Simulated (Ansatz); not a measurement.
Reactions of `F[SiH](S)S`.

Calculated with Ansatz (gas phase, PBE0-D4/def2-TZVP geometries, no zero-point term in ΔE). CCSD(T)/CBS is the MP2 limit (def2-TZVPP, def2-QZVPP) plus CCSD(T) − MP2 in def2-TZVPP, frozen cores. This one scheme is used for every species, atoms too. Functionals use def2-TZVPP. Open shells (•) are unrestricted, without spin–orbit coupling. Spin–orbit coupling would lower the free atoms: a little for F, S, Si. One conformer a species, not always the lowest.

| reaction | CCSD(T)/CBS(def2) (kJ/mol) |
| --- | --- |
| `F[SiH](S)S` + H₂S → `S[SiH](S)S` + H–F | 74 |
| `F[SiH](S)S` → `SS` + `F[SiH]` | ? |
| `F[SiH](S)S` + H₂O → `O[SiH](S)S` + H–F | ? |
| `F[SiH](S)S` → H₂S + `F[Si]S` | 209 |
| `F[SiH](S)S` + H–F → `F[SiH](F)S` + H₂S | -85 |
| `F[SiH](S)S` + HCl → `S[SiH](S)Cl` + H–F | 40 |
| `F[SiH](S)S` + NH₃ → `N[SiH](F)S` + H₂S | ? |
| `F[SiH](S)S` → F• + 3 H• + 2 S• + Si• | 2312 |
| `F[SiH](S)S` → `[SH]`• + `F[SiH]S`• | 399 |
| `F[SiH](S)S` → `F[SiH2]SS` | 108 |

Problem. Fill in the missing values. (Best estimate.)

Solution. Ansatz gave: `F[SiH](S)S` → `SS` + `F[SiH]`: +375.6 kJ/mol; `F[SiH](S)S` + H₂O → `O[SiH](S)S` + H–F: +37.2 kJ/mol; `F[SiH](S)S` + NH₃ → `N[SiH](F)S` + H₂S: -10.6 kJ/mol.

Largest T1 diagnostic: 0.015, for `F[Si]S`.
